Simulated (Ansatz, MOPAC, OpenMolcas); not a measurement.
**How methods differ on C2H5NSi (SMILES C[SiH2]C#N)**

C2H5NSi: 9 atoms, total charge 0, spin state singlet. SMILES: `C[SiH2]C#N`. The shape is that of a PBE0-D4/def2-TZVP optimisation.

Quantity: the HOMO–LUMO gap, in eV. The values are calculated.

```
            level                    kind     program  value (eV)   CPU time
              PM6          semi-empirical       MOPAC       11.29  under 2 s
       HF/cc-pVDZ            Hartree–Fock  OpenMolcas       15.85       19 s
    SVWN5/cc-pVDZ                     LDA      Ansatz        6.84      1.4 s
      PBE/cc-pVDZ                     GGA      Ansatz        6.92        2 s
   r2SCAN/cc-pVDZ                meta-GGA  OpenMolcas        7.45       72 s
    B3LYP/cc-pVDZ           global hybrid      Ansatz        8.75      2.4 s
CAM-B3LYP/cc-pVDZ  range-separated hybrid      Ansatz       11.75      2.6 s
   B2PLYP/cc-pVDZ           double hybrid      Ansatz       11.71      3.7 s
 PBE-QIDH/cc-pVDZ           double hybrid      Ansatz       13.24      3.5 s
```

The values span 6.84 to 15.85 eV. Orbital gaps aren't excitation energies, and those of double hybrids come from the SCF part alone; they tend to grow with the share of exact exchange. Times are those of the runs behind each value, whatever else they computed, on shared processors of several kinds: orders of magnitude only.
